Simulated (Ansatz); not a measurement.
The same path of C₃H₄Se (8 atoms, charge 0, multiplicity 1) was run 3 times with different band settings. The coordinate that changes most is the dihedral H7–C3–Se4–H8.

Theory: RKS PBE0-D4/def2-SVP (Ansatz).

Relaxed end points:

```xyz
8
Properties=species:S:1:pos:R:3
C -0.528 1.681 -0.357
C -0.059 0.526 0.040
C 0.419 -0.630 0.421
Se 0.597 -2.105 -0.780
H -1.587 1.935 -0.236
H 0.122 2.432 -0.820
H 0.814 -0.773 1.432
H 0.314 -3.124 0.243
```

```xyz
8
Properties=species:S:1:pos:R:3
C -0.464 1.693 -0.381
C -0.117 0.512 0.063
C 0.217 -0.675 0.498
Se -0.073 -2.255 -0.534
H -1.485 2.070 -0.254
H 0.258 2.341 -0.890
H 0.602 -0.817 1.514
H 1.153 -2.926 -0.071
```

Common settings: movable images 7; climbing image yes; optimiser quadratic models (default); force threshold 0.05 eV/Å; iteration limit 60; end points relaxed.

| run | spring | start path |
| --- | --- | --- |
| 1 | 5.0 eV/Å² | through a guess of the saddle point |
| 2 | 5.0 eV/Å² | straight line |
| 3 | 0.5 eV/Å² | through a guess of the saddle point |

What does each run give, and how far can it be trusted?

Run 1: converged after 31 iterations, highest image 0.045 eV above the first end. The profile has 2 maxima (images 2, 6) with wells between them (image 4): this band takes more than one step, which may be the mechanism or a detour left from its start path. A structure lower than the first end lies on the path between it and the top, so the climb from that side starts below the end, which may itself be a saddle point or a shallow side well. A vibrational analysis at the climbing image gives one clearly imaginary mode, 147i cm⁻¹: a first-order saddle point.
Run 2: converged after 33 iterations, highest image 0.006 eV above the first end. The top lies less than 8 meV above the higher end, about what the thresholds resolve: that end is a shoulder or a very shallow well. The order of the stationary point at the top wasn't checked.
Run 3: converged after 25 iterations, highest image 0.045 eV above the first end. The profile has 2 maxima (images 2, 6) with wells between them (image 4): this band takes more than one step, which may be the mechanism or a detour left from its start path. A structure lower than the first end lies on the path between it and the top, so the climb from that side starts below the end, which may itself be a saddle point or a shallow side well. Another band between the same ends (7 images) ends at a top of the same energy, where a vibrational analysis finds 1 clearly imaginary mode.
